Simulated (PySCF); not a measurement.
Mg(F)(SMe) (CH₃FMgS), SMILES [Mg]([S]C)[F].

Geometry optimised at PBE0-D3(BJ)/def2-SVP. One conformer was computed; it need not be the lowest.

Calculation: PBE0-D3(BJ)/def2-SVP in PySCF 2.14.0.

Frequencies are harmonic and unscaled.

```
mode  ν (cm⁻¹)  IR (km/mol)  Raman (Å⁴/amu)  depolarisation  moving atoms (share of kinetic energy)
----  --------  -----------  --------------  --------------  --------------------------------------
1           77          2.7             0.6            0.75                                  H 92 %
2           83         20.2             1.3            0.67         C 31 %, F 31 %, Mg 18 %, H 14 %
3          135         70.1             2.5            0.75                 Mg 62 %, F 23 %, S 10 %
4          182         53.3             2.7            0.44          Mg 53 %, C 17 %, S 14 %, F 9 %
5          373          5.3            14.7            0.14                 S 54 %, F 31 %, Mg 13 %
6          721          4.6            12.4            0.27                   C 59 %, S 31 %, H 9 %
7          787         88.6             0.2            0.65                         Mg 54 %, F 43 %
8          954          8.1             2.5            0.75                          H 84 %, C 14 %
9          968          5.9             4.4            0.29                          H 83 %, C 15 %
10        1337         16.7             4.0            0.71                          H 87 %, C 13 %
11        1453          6.3            13.5            0.75                                  H 95 %
12        1460          6.6            12.6            0.75                                  H 95 %
13        3065         25.7           123.5            0.03                                  H 97 %
14        3173          2.7            55.9            0.75                          H 90 %, C 10 %
15        3177          1.1           100.4            0.65                          H 90 %, C 10 %
```
